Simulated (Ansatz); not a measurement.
Compare A (`O[Si]1([SnH3])CO1`) with its isomer B (`O[C@H]1[SiH2][Sn@H]1[OH]`).

Computed with Ansatz on PBE0-D4/def2-TZVP structures; ΔE is electronic, products minus reactants. CBS: MP2 limit from def2 TZ/QZ plus the TZ coupled-cluster correction, frozen cores. Functionals use def2-TZVPP. B3LYP here is the variant with VWN-RPA as its local correlation; programs differ in this. def2 core potentials past Kr. For Sn outer-core shells are correlated without core-valence functions, which leaves a few kJ/mol of doubt a bond. Each species was taken in one conformer, which may not be the lowest.

A:

```xyz
11

O     1.2136    1.1426   -1.3472
Si    0.5751    0.0608   -0.2989
Sn   -1.9211    0.3633    0.1499
C     1.6997   -0.8386    0.7811
O     1.0805   -1.5128   -0.3915
H     0.6543    1.4967   -2.0398
H    -2.4385   -0.8138    1.2645
H    -2.2381    1.9156    0.7833
H    -2.8090    0.1971   -1.2995
H     1.4068   -1.2848    1.7288
H     2.7767   -0.7260    0.6692
```

B:

Z-matrix (Å, degrees):
```
C
Si 1 1.889
Sn 1 2.240 2 73.7
O 1 1.395 2 120.3 3 132.0
H 1 1.103 2 108.8 3 -94.5
H 2 1.487 1 110.4 3 -95.9
H 2 1.490 1 123.1 3 130.8
O 3 1.971 1 121.1 2 98.9
H 3 1.699 1 119.8 2 -130.2
H 4 0.961 1 108.8 2 -169.3
H 8 0.960 3 112.4 1 -48.0
```

Which isomer does CCSD(T)/CBS put lower? Give the gap. (Best estimate.)

The calculation gave: A, by 196.1 kJ/mol.

Give E(B) − E(A) in kJ/mol with r2SCAN-D4, HF/def2-TZVPP, B3LYP, PBE-D4, CCSD/def2-TZVPP, B2PLYP, MP2/def2-TZVPP. (An estimate is asked.)

Ansatz gave: r2SCAN-D4 204.3, HF/def2-TZVPP 234.6, B3LYP 204.1, PBE-D4 184.7, CCSD/def2-TZVPP 214.2, B2PLYP 206.1, MP2/def2-TZVPP 207.2. None reverses the order clearly.

Largest T1 diagnostic: 0.015.

From PBE to PBE0 (25 % exact exchange), in def2-TZVPP and without D4, E(B) − E(A) moves by +13.6 kJ/mol. In def2-TZVPP, CCSD(T) changes the Hartree–Fock value by −27.5 kJ/mol (the triples alone add −7.1 kJ/mol) and MP2 by −27.4 kJ/mol.
